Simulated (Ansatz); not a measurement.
```yaml
crystal:
  periodic: [false, false, false]
  atoms:
    - {symbol: C, position_ang: [-1.476275, -1.018292, 0.969747]}
    - {symbol: N, position_ang: [-0.303477, -0.288453, 0.643316]}
    - {symbol: Mo, position_ang: [0.508648, 1.010135, -0.144016]}
    - {symbol: N, position_ang: [1.796982, 0.158866, -1.298959]}
    - {symbol: O, position_ang: [-0.593943, 1.892526, -1.056596]}
    - {symbol: F, position_ang: [1.333057, 2.084494, 1.144962]}
    - {symbol: H, position_ang: [-1.352667, -2.065138, 0.672602]}
    - {symbol: H, position_ang: [-2.360024, -0.613304, 0.464510]}
    - {symbol: H, position_ang: [-1.643347, -0.997419, 2.051405]}
    - {symbol: H, position_ang: [2.120604, 0.599305, -2.148460]}
    - {symbol: H, position_ang: [2.035841, -0.819719, -1.278011]}
basis:
  gaussian: {orbitals: def2-TZVPD}
hamiltonian: {xc: {name: PBE0-DH}}
```

```sh
$ ansatz run in.yaml --threads 4 --pin off --events-out ev --progress --plain --max-ram 11315MiB
```

It prints (some lines left out):

```
Functional definition: PBE0-DH
1965 factors; integrals over basis functions are off by at most 1.2e-3 eV
mean field evaluation 1: about -10690.6817 eV, gradient 1.0e2 eV
mean field evaluation 2: about -10690.7944 eV, gradient 1.0e2 eV
mean field evaluation 4: about -10705.5777 eV, gradient 3.6e1 eV
mean field evaluation 8: about -10708.0194 eV, gradient 5.8e-1 eV
mean field evaluation 16: about -10708.0344 eV, gradient 5.9e-3 eV
mean field -10708.03439702 eV, -393.5130059242 hartree, gradient 3.0e-6 eV, S^2 0.000000; 0 other end points of the search recorded, 0 dependent functions left out
5 core orbitals not correlated: weight in the atoms' cores, before any rotation towards them, 1.000 or more for the frozen orbitals, at most 0.000 for the correlated occupied ones
reference -10708.03443215 eV, -393.5130072151 hartree; 23, 23 occupied and 248, 248 virtual orbitals, 1965 factors
second order -56.02637921 eV of doubles, -0.00000000 eV of singles
Total energy: -10715.03772955 eV, -393.7703736476 hartree
```

Run time 12 s (4 threads of an Arm Neoverse V2 on a shared host); peak host memory 1.1 GiB.
